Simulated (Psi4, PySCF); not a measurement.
Input for PySCF:
```python
from pyscf import gto, scf, mp

mol = gto.Mole()
mol.atom = '''
    C    -0.00358310   -0.00726810    1.44953113
    C    -0.00031404   -0.00063701    0.12704302
    H    -0.00279626    0.90390212    2.02374365
    H    -0.00718605   -0.92415062    2.01456675
    C     0.00471228    1.26727735   -0.67219236
    H     0.00522655    2.14004904   -0.02485143
    H     0.88583506    1.30548006   -1.31233657
    H    -0.87305594    1.30972549   -1.31666310
    C    -0.00135772   -1.26047284   -0.68488177
    H    -0.00505058   -2.13969210   -0.04633590
    H    -0.87930414   -1.29223249   -1.32972503
    H     0.87958687   -1.29647792   -1.32539850
'''
mol.basis = '6-31g**'
mol.verbose = 4
mol.build()

mf = scf.RHF(mol)
mf.kernel()

pt = mp.MP2(mf, frozen=4)
pt.kernel()
print('E(MP2) = %.10f' % pt.e_tot)
```

Task: Write the same job for Psi4.

Result: This is not unique; one that fits is 
```
memory 2 GB

molecule mol {
0 1
C    -0.003583   -0.007268    1.449531
C    -0.000314   -0.000637    0.127043
H    -0.002796    0.903902    2.023744
H    -0.007186   -0.924151    2.014567
C     0.004712    1.267277   -0.672192
H     0.005227    2.140049   -0.024851
H     0.885835    1.305480   -1.312337
H    -0.873056    1.309725   -1.316663
C    -0.001358   -1.260473   -0.684882
H    -0.005051   -2.139692   -0.046336
H    -0.879304   -1.292232   -1.329725
H     0.879587   -1.296478   -1.325398
}

set {
  basis 6-31g**
  reference rhf
  freeze_core true
  mp2_type conv
  scf_type pk
  puream true
  d_convergence 1e-8
}

energy('mp2')
print_variables()
```

Both were run: PySCF gave -156.685798 Eh and Psi4 -156.685798 Eh, 0.000 mEh apart.
